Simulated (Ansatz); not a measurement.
CH9BOSi2 can be A, `[SiH3]BOC[SiH3]`, or B, `BOC([SiH3])[SiH3]`.

Program: Ansatz. Geometries: PBE0-D4/def2-TZVP. ΔE: electronic, gas phase. CCSD(T)/CBS is the MP2 limit (def2-TZVPP, def2-QZVPP) plus CCSD(T) − MP2 in def2-TZVPP, frozen cores. DFT in def2-TZVPP. B3LYP here is the variant with VWN-RPA as its local correlation; programs differ in this. Each species was taken in one conformer, which may not be the lowest.

Problem. Which isomer does CCSD(T)/CBS put lower? Give the gap. (Best estimate.)

Solution. The calculation gave: B, by 3.8 kcal/mol.

Problem. Give E(B) − E(A) in kcal/mol with CCSD(T)/def2-TZVPP, B2PLYP, CCSD/def2-TZVPP, B3LYP, MP2/def2-TZVPP, PBE-D4, r2SCAN-D4. (An estimate is asked.)

Solution. Ansatz gave: CCSD(T)/def2-TZVPP -3.5, B2PLYP -3.7, CCSD/def2-TZVPP -3.6, B3LYP -2.6, MP2/def2-TZVPP -5.4, PBE-D4 -1.2, r2SCAN-D4 -2.6. None reverses the order clearly.

Largest T1 diagnostic: 0.015.

The D4 term adds −1.3 kcal/mol with B3LYP and −0.7 kcal/mol with PBE0; it sums over pairs of atoms, weighted by their polarisabilities, and B3LYP, whose exchange is more repulsive, gets the larger term.
